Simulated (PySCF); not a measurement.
Species: C2H6O3Si.
Atom-mapped SMILES: `[CH3:1][C:2](=[O:3])[O:4][SiH2:5][OH:6]` (hydrogens: H7, H8, H9 on C1; H10, H11 on Si5; H12 on O6)

The same species was optimised twice, with GFN2-xTB and with PBE0-D3(BJ)/def2-SVP (PySCF), and the same property calculations (PySCF, gas phase) were run on both structures.

| coordinate | GFN2-xTB | PBE0-D3(BJ)/def2-SVP | change |
| --- | --- | --- | --- |
| O4–Si5 (Å) | 1.680 | 1.717 | +0.037 |
| Si5–O6 (Å) | 1.611 | 1.641 | +0.030 |
| C2–O4 (Å) | 1.319 | 1.333 | +0.014 |
| C1–C2 (Å) | 1.505 | 1.497 | -0.008 |
| C2=O3 (Å) | 1.208 | 1.211 | +0.003 |
| O4–Si5–O6 (°) | 110.9 | 109.2 | -1.7 |
| C2–O4–Si5 (°) | 127.9 | 126.9 | -1.0 |
| C1–C2–O3 (°) | 123.9 | 124.0 | +0.1 |
| C1–C2–O4 (°) | 112.7 | 112.5 | -0.2 |
| O3–C2–O4 (°) | 123.5 | 123.4 | -0.1 |
| C1–C2–O4–Si5 (°) | 179 | -179 | +2 |
| C2–O4–Si5–O6 (°) | -2 | -4 | -2 |

Rotational constants: A = 6471, B = 1961, C = 1548 MHz (GFN2-xTB) against A = 6332, B = 1945, C = 1530 MHz (PBE0-D3(BJ)/def2-SVP).

On the GFN2-xTB structure: HOMO (eV) -8.37 [PBE0/pcSseg-1]; LUMO (eV) -0.03 [PBE0/pcSseg-1]; dipole (D) 2.44 [PBE0/pcSseg-1]; GIAO shielding of C1 (ppm) 161.2 [PBE0/pcSseg-1]; GIAO shielding of C2 (ppm) 7.3 [PBE0/pcSseg-1]; GIAO shielding of O3 (ppm) -104.0 [PBE0/pcSseg-1]; GIAO shielding of O4 (ppm) 118.4 [PBE0/pcSseg-1]; GIAO shielding of Si5 (ppm) 371.4 [PBE0/pcSseg-1]; GIAO shielding of O6 (ppm) 296.6 [PBE0/pcSseg-1].

Problem. What do these properties become on the PBE0-D3(BJ)/def2-SVP structure?

Solution. 
```json
{"property": "HOMO (eV)", "level": "PBE0/pcSseg-1", "on GFN2-xTB": "-8.37", "on PBE0-D3(BJ)/def2-SVP": "-8.53", "change": "-0.16"}
{"property": "LUMO (eV)", "level": "PBE0/pcSseg-1", "on GFN2-xTB": "-0.03", "on PBE0-D3(BJ)/def2-SVP": "-0.22", "change": "-0.19"}
{"property": "dipole (D)", "level": "PBE0/pcSseg-1", "on GFN2-xTB": "2.44", "on PBE0-D3(BJ)/def2-SVP": "2.77", "change": "+0.33"}
{"property": "energy, GFN2-xTB geometry as zero (kcal/mol)", "level": "PBE0/pcSseg-1", "on GFN2-xTB": "0.0", "on PBE0-D3(BJ)/def2-SVP": "-2.1", "change": "-2.1"}
{"property": "GIAO shielding of C1 (ppm)", "level": "PBE0/pcSseg-1", "on GFN2-xTB": "161.2", "on PBE0-D3(BJ)/def2-SVP": "160.0", "change": "-1.2"}
{"property": "GIAO shielding of C2 (ppm)", "level": "PBE0/pcSseg-1", "on GFN2-xTB": "7.3", "on PBE0-D3(BJ)/def2-SVP": "4.2", "change": "-3.1"}
{"property": "GIAO shielding of O3 (ppm)", "level": "PBE0/pcSseg-1", "on GFN2-xTB": "-104.0", "on PBE0-D3(BJ)/def2-SVP": "-107.8", "change": "-3.8"}
{"property": "GIAO shielding of O4 (ppm)", "level": "PBE0/pcSseg-1", "on GFN2-xTB": "118.4", "on PBE0-D3(BJ)/def2-SVP": "118.5", "change": "+0.1"}
{"property": "GIAO shielding of Si5 (ppm)", "level": "PBE0/pcSseg-1", "on GFN2-xTB": "371.4", "on PBE0-D3(BJ)/def2-SVP": "364.5", "change": "-6.9"}
{"property": "GIAO shielding of O6 (ppm)", "level": "PBE0/pcSseg-1", "on GFN2-xTB": "296.6", "on PBE0-D3(BJ)/def2-SVP": "293.9", "change": "-2.7"}
```

The heavy atoms differ by 0.026 Å rms after alignment. Among the bonds compared O4–Si5 changes most (+0.037 Å). Changes are differences of the printed values. Neither structure is proved a minimum here.

Conformer computed: `[CH3:1][C:2](=[O:3])[O:4][SiH2:5][OH:6]`: C1–C2–O4–Si5 -179°, C2–O4–Si5–O6 -4°, H–O6–Si5–O4 4°.
